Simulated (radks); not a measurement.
The erbium ion Er54+, configuration [Ne] 3s2 3p2. All-electron calculation, scalar-relativistic Kohn-Sham, BP86, spin-polarised, spherical densities, point nucleus; open shells are filled with parallel spins first (spin-orbit coupling, left out, can overturn this in heavy ions). Program: a radial shooting solver on a logarithmic mesh with Libxc functionals.

Local quantities along the radius. ELF = 1/(1 + alpha^2) is the electron localisation function; alpha = (tau - tau_W)/tau_unif compares the Pauli kinetic energy density with that of the uniform gas (summed over spins); 4 pi r^2 rho is in e/bohr; s = |grad rho|/(2 (3 pi^2)^(1/3) rho^(4/3)) is the reduced gradient; r v_xc is r times the local exchange-correlation potential of spin up (hartree bohr). tau is taken from the large components.

r (bohr),ELF,alpha,4 pi r^2 rho,s,r v_xc
0.00156,1.000,0.02221,10.71,0.7035,-0.1538
0.001936,0.999,0.02376,14.80,0.6513,-0.1733
0.002403,0.999,0.02603,20.20,0.6124,-0.1967
0.002982,0.999,0.02932,27.14,0.5855,-0.2243
0.003701,0.999,0.03413,35.77,0.5695,-0.2561
0.004593,0.998,0.04131,46.04,0.5638,-0.2919
0.005701,0.997,0.05239,57.56,0.5686,-0.3311
0.007075,0.995,0.07027,69.43,0.5843,-0.3725
0.008781,0.990,0.1006,80.17,0.6116,-0.4143
0.0109,0.976,0.1554,87.88,0.6506,-0.4537
0.01353,0.937,0.2599,90.81,0.6987,-0.4878
0.01679,0.822,0.4646,88.32,0.7432,-0.5141
0.02083,0.587,0.8380,82.11,0.7485,-0.5329
0.02586,0.365,1.320,76.64,0.6553,-0.5489
0.03209,0.315,1.476,77.54,0.4635,-0.5772
0.03983,0.454,1.097,87.53,0.3161,-0.6608
0.04943,0.685,0.6775,101.8,0.3116,-0.7744
0.06135,0.822,0.4658,108.3,0.4153,-0.8521
0.07614,0.838,0.4394,96.16,0.5926,-0.8638
0.0945,0.669,0.7027,68.10,0.8276,-0.8054
0.1173,0.252,1.723,41.30,0.9429,-0.7179
0.1456,0.187,2.086,29.86,0.6019,-0.7101
0.1807,0.585,0.8426,28.42,0.4992,-0.8945
0.2242,0.865,0.3943,22.75,0.8662,-0.8864
0.2783,0.862,0.4002,11.52,1.634,-0.7140
0.3454,0.631,0.7646,3.271,3.365,-0.4947
0.4286,0.140,2.481,0.4673,8.217,-0.3489
0.532,0.005,14.24,0.02930,25.55,-0.2428
0.6603,0.000,161.0,0.0006752,108.7,-0.1547

On this mesh the ELF has minima near r = 0.029, 0.13 bohr, which separate the shells, and maxima near 0.069 (0.84), 0.25 (0.88).
